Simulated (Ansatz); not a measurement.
Total energies of the cluster Mg4 from Ansatz at PBE0/def2-TZVP, gas phase (1 Eh = 27.2114 eV = 2625.5 kJ/mol). The reference geometry is relaxed at r2SCAN/def2-TZVP.

```xyz
4

Mg    0.955   -1.139   -1.112
Mg    0.756   -0.012    1.695
Mg   -1.763   -0.572    0.105
Mg    0.051    1.723   -0.689
```

```csv
state,geometry,energy (Eh)
charge 0 singlet,reference,-799.89419
charge 1 doublet,reference,-799.65953
charge 1 doublet,relaxed at r2SCAN/def2-TZVP,-799.67376
charge 0 triplet,relaxed at r2SCAN/def2-TZVP,-799.85084
charge 0 quintet,relaxed at r2SCAN/def2-TZVP,-799.80146
free Mg atom (singlet),–,-199.96078
```

Problem. Work out the vertical ionisation energy to the doublet.

Solution. E(charge 1 doublet) − E(charge 0 singlet) = -799.65953 − (-799.89419) = 0.23466 Eh = 6.39 eV. For comparison, −ε of the highest occupied level is 5.05 eV at this level, 1.34 eV less.

Problem. How much does the charge 1 doublet relax, and what is the adiabatic ionisation energy?

Solution. Relaxation: -799.65953 − (-799.67376) = 0.01423 Eh = 0.39 eV. Adiabatic ionisation energy: 0.22043 Eh = 6.00 eV, without zero-point energy. 

Problem. Which of the charge 0 states is lowest, and how far above it are the others?

Solution. The singlet. triplet: -799.85084 − (-799.89419) = 0.04335 Eh = 113.8 kJ/mol; quintet: -799.80146 − (-799.89419) = 0.09273 Eh = 243.5 kJ/mol. The triplet differs in its bonds from the reference. The quintet differs in its bonds from the reference.

Problem. What is the binding energy per atom against free atoms?

Solution. Atoms: 4 × (-199.96078) = -799.84312 Eh. Binding: -799.84312 − (-799.89419) = 0.05107 Eh = 1.39 eV, or 0.35 eV for each of 4 atoms (no zero-point energy, no counterpoise term).

The structure comes from a short search, and lower isomers may exist.
